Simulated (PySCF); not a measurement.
A side-by-side comparison of computed properties.

First species: C₆H₇O₃P.
SMILES: `COC(=O)c1coc(C)p1`

Second species: C8H11PSi.
Bonds: Si1–C2, C2–C3 (aromatic), C3–C4 (aromatic), C4–C5 (aromatic), C5–C6, C6–C7, C7–C8, C5–P9 (aromatic), P9–C10 (aromatic), C2–C10 (aromatic), C6–C8. Hydrogens: H11, H12, H13 on Si1; H14 on C3; H15 on C4; H16 on C6; H17, H18 on C7; H19, H20 on C8; H21 on C10.

Levels: PBE0/pcSseg-1 for dipole moment, HOMO energy, LUMO energy and HOMO–LUMO gap; GFN2-xTB for rotational constant A and rotational constant C. Geometries: GFN2-xTB. Each structure is a single optimised conformer of the isolated species, non-relativistic unless stated; the electronic structure was computed with PySCF and density fitting.

The conformers computed, where there is a choice (atom-mapped SMILES and torsion angles):
- `[CH3:1][O:2][C:3](=[O:4])[c:5]1[cH:6][o:7][c:8]([CH3:9])[p:10]1`: C1–O2–C3–O4 -1°, O2–C3–C5–C6 180°
- `[SiH3:1][c:2]1[cH:3][cH:4][c:5]([CH:6]2[CH2:7][CH2:8]2)[p:9][cH:10]1`: C4–C5–C6–C7 -145°

Values for the first species:

| Property | Result |
| --- | --- |
| Dipole moment | 1.69 D |
| HOMO energy | -6.79 eV |
| LUMO energy | -1.14 eV |
| HOMO–LUMO gap | 5.65 eV |
| Rotational constant A | 2.991 GHz |
| Rotational constant C | 0.568 GHz |

Task: Estimate the same properties for the second species, and the change in each.

Result: 
| property | first | second | second less first |
| --- | --- | --- | --- |
| dipole moment | 1.69 D | 1.51 D | -0.18 D |
| HOMO energy | -6.79 eV | -6.79 eV | 0.00 eV |
| LUMO energy | -1.14 eV | -1.54 eV | -0.40 eV |
| HOMO–LUMO gap | 5.65 eV | 5.25 eV | -0.40 eV |
| rotational constant A | 2.991 GHz | 3.053 GHz | +0.062 GHz |
| rotational constant C | 0.568 GHz | 0.449 GHz | -0.119 GHz |

On the first: The dipole matches unit charges of opposite sign 0.35 Å apart (1 e·Å = 4.8032 D). GFN2-xTB frequencies show an imaginary mode (93i cm⁻¹), so this geometry is no minimum at that level.

On the second: In atomic units the dipole is 0.60 e·bohr (1 au = 2.5417 D).
